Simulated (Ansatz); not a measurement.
Reactions of CH₆F₂O₂Si₂ (`O[SiH2]C[Si](O)(F)F`).

Calculated with Ansatz (gas phase, PBE0-D4/def2-TZVP geometries, no zero-point term in ΔE). CBS: MP2 limit from def2 TZ/QZ plus the TZ coupled-cluster correction, frozen cores. This one scheme is used for every species. Each species was taken in one conformer, which may not be the lowest.

```csv
reaction,MP2/CBS(def2) (kJ/mol),CCSD(T)/CBS(def2) (kJ/mol)
`O[SiH2]C[Si](O)(F)F` + H–F → `O[SiH2]F` + `C[Si](O)(F)F`,-135,-136
`O[SiH2]C[Si](O)(F)F` + `[SiH3]S` → `O[SiH2]C[SiH2]S` + `O[SiH](F)F`,15,18
`O[SiH2]C[Si](O)(F)F` + `F[Si](S)(Cl)Cl` → `O[SiH2]S[Si](F)(Cl)Cl` + `C[Si](O)(F)F`,-67,-62
`O[SiH2]C[Si](O)(F)F` + `O[SiH](F)F` → `O[SiH2]O[SiH](F)F` + `C[Si](O)(F)F`,-112,-112
`O[SiH2]C[Si](O)(F)F` + `N=C=O` → `O=C=N[SiH2]O` + `C[Si](O)(F)F`,-92,-88
`O[SiH2]C[Si](O)(F)F` + `O[SiH](Cl)Cl` → `O[SiH2]O[SiH](Cl)Cl` + `C[Si](O)(F)F`,-114,-114
`O[SiH2]C[Si](O)(F)F` + `O[SiH3]` → `O[SiH2]C[SiH2]O` + `O[SiH](F)F`,0,2
`O[SiH2]C[Si](O)(F)F` + `O[SiH]1C=C1` → `O[SiH2]O[SiH]1C=C1` + `C[Si](O)(F)F`,-108,-107
```

Largest T1 diagnostic: 0.018, for `N=C=O`.
